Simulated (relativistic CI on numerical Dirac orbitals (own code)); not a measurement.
**Sensitivity of the levels of Ba XI to α and to the nuclear radius**

Method of calculation: Dirac-Coulomb-Breit CI, separate exchange-only KLI orbitals for each configuration, derivatives by finite differences, unscaled Slater integrals, QED left out (own radial code, finite nucleus).

Configurations in the expansion (outside the closed core [Ar] 3d10 4s2): 4p6 4d10, 4p6 4d9 4f, 4p6 4d9 5s, 4p6 4d9 5p, 4p5 4d10 4f. Double excitations out of closed p, d and f shells are left out; levels of such configurations are missing from the list, as are those of other unlisted configurations, and high levels can miss mixing partners.

With x = (α/α₀)² − 1 an excitation energy changes as ω = ω₀ + qx; K = 2q/ω₀ is the relative enhancement. Terms are leading LS components, so labels can repeat. The field-shift factor is F = δν/δ⟨r²⟩ for the transition from the lowest level.

Lowest level 4p6 4d10 1S_0.

| Level | ω₀ (cm⁻¹) | q (cm⁻¹) | K | F (GHz/fm²) |
| --- | --- | --- | --- | --- |
| 4p6 4d9 5s 3D_3 | 621229 | -72200 | -0.232 | 58.6 |
| 4p6 4d9 5s 3D_2 | 625491 | -70830 | -0.226 | 58.1 |
| 4p6 4d9 5s 3D_1 | 642814 | -50850 | -0.158 | 58.9 |
| 4p6 4d9 5s 1D_2 | 646906 | -51000 | -0.158 | 58.2 |
| 4p6 4d9 4f 3P°_0 | 760272 | -9107 | -0.024 | 5.29 |
| 4p6 4d9 4f 3P°_1 | 763870 | -6491 | -0.017 | 5.35 |
| 4p6 4d9 5p 3P°_2 | 763982 | -56770 | -0.149 | 8.27 |
| 4p6 4d9 5p 3F°_3 | 768543 | -60090 | -0.156 | 8.42 |
| 4p6 4d9 4f 3P°_2 | 771517 | -2862 | -0.00742 | 5.53 |
| 4p6 4d9 4f 3H°_6 | 783732 | -8169 | -0.0208 | 5.46 |
| 4p6 4d9 5p 3F°_2 | 786952 | -38420 | -0.0976 | 8.59 |
| 4p6 4d9 4f 3H°_5 | 787708 | -7314 | -0.0186 | 5.44 |
| 4p6 4d9 5p 3P°_1 | 789643 | -32110 | -0.0813 | 8.1 |

At this charge transitions that keep the count of f electrons are usually good to a few per cent. Levels and lines within the n = 5 or 6 shells can be off by up to 10 % or somewhat more, and those that change n by about 2 %, since core polarisation is missing. Levels that differ in their count of f electrons can be misplaced by several ten thousand cm⁻¹, since the correlation energy of f electrons is missing or only estimated; rates across such gaps can be off by orders of magnitude.
